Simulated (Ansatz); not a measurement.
```csv
atom,x (Å),y (Å),z (Å)
B,0.0000,0.0000,-0.8423
N,0.0000,0.0000,0.6620
H,0.0000,-1.0859,-1.1425
H,-0.9404,0.5429,-1.1425
H,0.9404,0.5429,-1.1425
H,0.0000,0.8753,1.0016
H,-0.7580,-0.4376,1.0016
H,0.7580,-0.4376,1.0016
```

Basis set: cc-pVDZ (spherical functions). Correlated methods keep 2 orbitals frozen. Charge 0, multiplicity 1.

Computed with Ansatz (development build ahead of 0.2.0); each method stands on the lowest determinant of its kind that the runs found. Restricted open shells among the atoms or ions are ROHF, correlated in semicanonical orbitals with singles.

Q: Give the atomization energy at this shape (free ground-state atoms in the same class of orbitals less the molecule, no zero-point energy) of singlet BNH₆ by RHF-MP2, RHF.

A:

| method | atomization energy |
| --- | --- |
| RHF-MP2 | 23.31 eV |
| RHF | 18.41 eV |

Caution: no unrestricted run beside it, a lower state can exist; the shape is not the minimum.
